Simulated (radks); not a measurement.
Results of a calculation; reference values are marked as such.
Numerical settings for the rubidium ion Rb13+, [Ar] 3d6. Code: a radial shooting solver on a logarithmic mesh with Libxc functionals. Model: scalar-relativistic Kohn-Sham, r2SCAN, spin-polarised, spherical densities, finite nucleus; open shells are filled with parallel spins first (spin-orbit coupling, left out, can overturn this in heavy ions); meta-GGA in the generalised Kohn-Sham scheme; Fermi nuclear charge, rms radius 4.2036 fm. The defaults (mesh step 0.008 in ln r, mesh end at 40 bohr or more with all orbitals vanishing there, Anderson mixing 0.5 over 9 steps, residual threshold near 1e-9 with the energy settled to 1e-9 hartree or 1e-11 of itself, here a cap of 59 iterations) give E = -2907.739 hartree and 3d at -421.29 eV in 12 iterations. Run on one thread of a shared host, so times are rough (Arm Neoverse N1): 0.16 s of CPU time, 0.16 s wall, 12 iterations on 2189 mesh points. Changes against that run (0 stands for a change within the tolerance of the run):

| setting | iterations | converged | E (mhartree) | e(3d) (meV) | CPU (s) |
|---|---|---|---|---|---|
| mesh step in ln r 0.005 | 13 | yes | 0 | +0.00528 | 0.27 |
| mesh step in ln r 0.2 | 59 | no | diverged | - | 0.28 |
| mesh step in ln r 0.02 | 10 | yes | 0 | -0.0532 | 0.07 |
| mesh end (bohr) 400 | 12 | yes | 0 | 0 | 0.17 |
| mesh end (bohr) 3 | 12 | yes | 0 | 0 | 0.15 |
| residual threshold 0.001 | 9 | yes | 0 | -0.0425 | 0.13 |
| residual threshold 0.1 | 9 | yes | 0 | -0.0425 | 0.13 |
| mixing 0.05 | 16 | yes | 0 | 0 | 0.21 |
| linear mixing, mixing 0.8 | 31 | no | diverged | - | 0.29 |
| linear mixing, mixing 0.05 | 59 | no | +8.16 | -8.05e+03 | 0.74 |
| mixing history 20 | 12 | yes | 0 | -0.028 | 0.16 |
| iteration cap 3 | 3 | no | +43 | -2.5e+03 | 0.05 |

No run marked as converged misses the energy by more than 1 mhartree. A mesh that ends early acts as a hard wall.
